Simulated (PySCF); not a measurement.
## Two-component Hartree-Fock for Pd³⁺ (palladium, charge +3)

Start: [Kr] 4d7; 4d3/2 filled at m_j = -3/2, -1/2, +1/2, +3/2; 4d5/2 filled at m_j = +1/2, +3/2, +5/2. Calculated with PySCF 2.14 in x2c-QZVPPall-2c: generalised Hartree-Fock with the X2C-1e Hamiltonian and a Gaussian nucleus; one run each with spin-orbit coupling (SO) switched off, then screened by Boettger's factors.

```tsv
spinor shell	electrons	ε, spin-free (eV)	ε, screened SO (eV)	weight of nominal j (screened SO)	rms radius, screened SO (bohr)
1s1/2	2	-24517.9	-24516.3	1.000	0.0365
2s1/2	2	-3699.8	-3699.3	1.000	0.150
2p1/2	2	-3314.4	-3424.9	1.000	0.130
2p3/2	4	-3314.4	-3263.2	1.000	0.135
3s1/2	2	-737.67	-737.47	1.000	0.403
3p1/2	2	-607.72	-627.64	1.000	0.399
3p3/2	4	-607.72	-598.35	1.000	0.409
3d3/2	4	-401.84	-405.49	0.992	0.387
3d5/2	6	-401.84	-399.15	0.994	0.390
4s1/2	2	-146.04	-145.97	1.000	1.00
4p1/2	2	-105.85	-111.52	0.846	1.09
4p3/2	4	-105.85	-103.06	0.923	1.11
4d5/2	3	-49.741	-50.523	0.744	1.40
4d3/2	4	-49.741	-49.173	0.705	1.41
```

```csv
quantity,spin-free,screened SO
E (hartree),-5040.36046,-5041.23324
M_J,9/2,9/2
⟨J²⟩,24.759,24.760
⟨L²⟩,12.007,12.221
⟨S²⟩,3.751,3.688
```

Each row is a mean over spinors that exchange with the open shell spreads, by up to 9.735 eV (4p3/2).

Rows whose weight is well below 1 are mixtures of j = l ± 1/2: exchange outweighs spin-orbit coupling there, and the label is only the starting occupation.

Breit and QED terms are absent; they matter most for the inner s and p1/2 levels.

Densities and radii are taken from the X2C orbitals without a picture-change correction, which distorts them close to the nucleus.

Without spin-orbit coupling the j labels of p, d and f shells carry no meaning; the spin-free column gives the mean over the occupied spinors of each nl shell.
